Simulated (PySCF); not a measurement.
**Orbital energies and ionisation energy**

Compound: CH11GeNSi2.
Structure used (PBE0-D3(BJ)/def2-SVP), in Å, numbered top down from 1:
```
atom  x, y, z in Å
Si1    1.8059    0.1604    1.0888
C2     1.4643   -1.1064   -0.2623
Ge3    0.1815   -0.4530   -1.5824
N4    -1.0335    0.6357   -0.7172
Si5   -2.1921    0.1541    0.4792
H6     0.6511    0.2676    2.0298
H7     3.0116   -0.2395    1.8815
H8     2.0737    1.5053    0.4917
H9     2.4039   -1.3546   -0.7834
H10    1.0902   -2.0388    0.1903
H11   -0.5343   -1.6256   -2.2884
H12    0.8818    0.4452   -2.6200
H13   -1.1278    1.5623   -1.1214
H14   -3.5924    0.0366   -0.0453
H15   -1.7663   -1.1932    0.9695
H16   -2.2323    1.1118    1.6285
```

Level: CAM-B3LYP/def2-SVPD (PySCF). Frontier orbitals with their largest atomic shares (Löwdin; up to four atoms above 4 %):

| orbital | ε (eV) | main atoms |
| --- | --- | --- |
| HOMO−3 | -10.63 | Ge3 14 %, Si5 13 %, H12 12 %, Si1 12 % |
| HOMO−2 | -10.55 | C2 20 %, Si1 19 %, Ge3 11 %, H8 8 % |
| HOMO−1 | -10.00 | C2 28 %, Si1 18 %, Ge3 15 %, H7 14 % |
| HOMO | -8.57 | ? |
| LUMO | 0.79 | Ge3 22 %, Si5 20 %, H13 12 %, Si1 7 % |
| LUMO+1 | 1.13 | Ge3 21 %, Si1 13 %, C2 12 %, H9 9 % |
| LUMO+2 | 1.38 | Ge3 30 %, H12 12 %, H11 12 %, Si1 9 % |

What vertical ionisation energy does ΔSCF give, and how far is −ε(HOMO) from it?

ΔSCF: 9.17 eV (885 kJ/mol; threshold wavelength 135 nm); ⟨S²⟩ of the doublet left behind is 0.759, against 0.75 for a pure doublet. −ε(HOMO) is 8.57 eV, 0.60 eV below it. In exact Kohn–Sham theory the two would be equal; CAM-B3LYP (range-separated hybrid) falls short of its own ΔSCF value by 7 %. Holes in the HOMO−1 and HOMO−2 were tried too where these lie within 1.2 eV of the HOMO; the lowest converged state counts.

On which atoms does the HOMO lie?

N4 (silicon-bound nitrogen) 52 %, Si5 (SiH3 silicon) 10 %, Ge3 (germanium bonded to C, N and 2 H) 8 %, H14 (Si–H hydrogen) 6 %. The HOMO−1 lies 1.43 eV lower.

What total energies stand behind the ΔSCF value?

E(N) = -2755.05466 Eh and E(N − 1) = -2754.71773 Eh at the same geometry, 0.33693 Eh apart.

Shift the occupied levels rigidly so that −ε(HOMO) equals the ΔSCF value. What binding energies result?

The shift is +0.60 eV: HOMO 9.17, HOMO−1 10.60, HOMO−2 11.15, HOMO−3 11.23 eV. A rigid shift is only a rough guide to the deeper ionisations.

What kinetic energy would electrons from this vertical process carry with He I light (21.218 eV)?

21.22 − 9.17 = 12.05 eV.

How many of the 10 lowest singlet excitations (vertical TDDFT, same level) lie below the ionisation energy?

All 10; they run from 6.04 to 8.17 eV.

Isolated species at its PBE0-D3(BJ)/def2-SVP geometry (one conformer only). The calculation is non-relativistic, for germanium too.
